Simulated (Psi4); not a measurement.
Psi4 was given this input:
```
memory 2 GB

molecule {
0 1
B    -0.00000000   -0.00000000   -0.19417233
H     0.00000000    0.00000000    0.97086163
}

set {
  basis 3-21g
}

energy('m06-2x')
print_variables()
```

**Question.** What does this run give for the total energy, number of basis functions, dipole moment, nuclear repulsion energy?

**Answer.** 
```
Item                             Value
-------------------------  -----------
total energy               -25.1252 Eh
number of basis functions           11
dipole moment                   1.65 D
nuclear repulsion energy     2.2711 Eh
```
